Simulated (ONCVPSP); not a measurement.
Before and after: ONCV potential for Co

ONCVPSP 4.0.1 input, shortened (lines: element, Z, core and valence counts, functional; n l f; lmax; l rc ep ncon nbas qcut; lloc lpopt rc5 dvloc0; l nproj debl; icmod fcfact rcfact), revPBE, scalar-relativistic:

```
  Co 27.00    3    4  -102130      upf
    1    0    2.00
    2    0    2.00
    2    1    6.00
    3    0    2.00
    3    1    6.00
    3    2    7.00
    4    0    0.50
    2
    0    1.30    0.00    4    8   11.70
    1    0.95    0.00    3    8   16.60
    2    1.40    0.00    4    8   11.10
    4    5    0.80    2.00
    0    2    1.10
    1    1    2.00
    2    2    2.20
    3    6.00    1.70
```

Change: core [Ar], valence charge 9; reference 3d7 4s1.5; waves now 4s: rc 1.75 bohr, ncon 4, nbas 8, qcut 4.8 1/bohr, 2 projectors, debl 1.1 Ha; p scattering state at 0.11 Ha: rc 1.75 bohr, ncon 4, nbas 7, qcut 5.5 1/bohr, 2 projectors, debl 2.7 Ha; 3d: rc 1.65 bohr, ncon 4, nbas 9, qcut 7.4 1/bohr, 2 projectors, debl 2.3 Ha; local potential polynomial inside 1.60 bohr (lpopt 5, dvloc0 4 Ha).

Cutoffs: the cutoffs (Ha) at which the residual kinetic energy of the hardest occupied pseudo-wave falls to 1 and 0.1 mHa per electron; they do not see the model core or the augmentation charge, which bear on the density cutoff. Errors are all-electron minus pseudo energies relative to the spin-unpolarised reference configuration.

Problem. What does the change do?

Solution. The potential gets neither clearly harder nor softer (73 Ha and 92 Ha → 35 Ha and 109 Ha); a bound ghost appears in p, s, which as a rule spoils a file. Several settings change at once here, so the effects cannot be laid on one of them.

| quantity | base | changed |
| --- | --- | --- |
| cutoff, loose | 73 Ha | 35 Ha |
| cutoff, tight | 92 Ha | 109 Ha |
| bound ghosts | none | s, p |
| GHOST(+) flags under 300 eV | none | none |
| largest error over its own tests, meV | +4.2 | -180 |
| rms error of d²Exc/dni dnj with the model core, mHa | 3.53 | 3.67 |

 A true bound ghost makes a file unfit for plane-wave use even where its test errors are small: the radial tests pick states by their node count and pass the ghost by.
